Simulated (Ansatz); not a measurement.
A CCSD(T) single point on `C[SiH2][SiH2]N`.

```yaml
crystal:
  periodic: [false, false, false]
  atoms:
    - {symbol: C, position_ang: [-0.391769, 2.187092, -0.616079]}
    - {symbol: Si, position_ang: [-0.878561, 0.528310, 0.118077]}
    - {symbol: Si, position_ang: [0.943301, -0.941346, 0.195978]}
    - {symbol: N, position_ang: [0.386464, -2.506208, 0.663256]}
    - {symbol: H, position_ang: [0.376239, 2.669192, -0.006978]}
    - {symbol: H, position_ang: [-1.252681, 2.856969, -0.669636]}
    - {symbol: H, position_ang: [0.006395, 2.061493, -1.625365]}
    - {symbol: H, position_ang: [-1.439674, 0.714679, 1.486482]}
    - {symbol: H, position_ang: [-1.953079, -0.095626, -0.711799]}
    - {symbol: H, position_ang: [1.648144, -0.879534, -1.126947]}
    - {symbol: H, position_ang: [1.945693, -0.503066, 1.208072]}
    - {symbol: H, position_ang: [1.051679, -3.227858, 0.891724]}
    - {symbol: H, position_ang: [-0.421850, -2.898695, 0.208014]}
basis:
  gaussian: {orbitals: def2-SVP}
correlation: {method: ccsd_t}
```

```sh
$ ansatz run in.yaml --threads 4 --pin off --events-out ev --progress --plain --max-ram 10444MiB
```

The program prints (abridged):

```
Functional definition: HF
  name "HF"
  cite "Fock, Z. Phys. 61, 126 (1930) doi:10.1007/BF01340294"
  parent pbe
  exchange = exact_x
  correlation = 0
1090 factors; integrals over basis functions are off by at most 1.1e-3 eV
mean field evaluation 1: about -18369.8025 eV, gradient 3.4e1 eV
mean field evaluation 2: about -18369.8031 eV, gradient 3.4e1 eV
mean field evaluation 4: about -18372.9242 eV, gradient 3.2e0 eV
mean field evaluation 8: about -18372.9654 eV, gradient 1.3e-4 eV
mean field -18372.96544585 eV, -675.1940264917 hartree, gradient 1.8e-6 eV, S^2 0.000000; 0 other end points of the search recorded, 0 dependent functions left out
12 core orbitals not correlated: weight in the atoms' cores, before any rotation towards them, 1.000 or more for the frozen orbitals, at most 0.000 for the correlated occupied ones
reference -18372.96544585 eV, -675.1940264917 hartree; 13, 13 occupied and 84, 84 virtual orbitals, 1090 factors
second order -14.17209829 eV of doubles, -0.00000000 eV of singles
cycle   1  -15.42302627 eV  change    -1.3e0 eV  update   8.7e-2
cycle   2  -15.91295679 eV  change   -4.9e-1 eV  update   2.7e-2
cycle   3  -15.96464165 eV  change   -5.2e-2 eV  update   8.8e-3
cycle   4  -15.96261667 eV  change    2.0e-3 eV  update   2.6e-3
cycle   5  -15.96221775 eV  change    4.0e-4 eV  update   8.6e-4
cycle   6  -15.96203151 eV  change    1.9e-4 eV  update   2.5e-4
cycle   7  -15.96197166 eV  change    6.0e-5 eV  update   8.0e-5
cycle   8  -15.96197297 eV  change   -1.3e-6 eV  update   3.4e-5
cycle   9  -15.96197050 eV  change    2.5e-6 eV  update   1.3e-5
perturbative correction -0.41457058 eV, -0.0152351876 hartree
Total energy: -18389.34198692 eV, -675.7958532757 hartree
```

Run time 3.6 s (4 threads of an Arm Neoverse V2 on a shared host); peak host memory 0.55 GiB.

Correlation energy per correlated electron: -0.630 eV. T1 diagnostic: 0.0102.
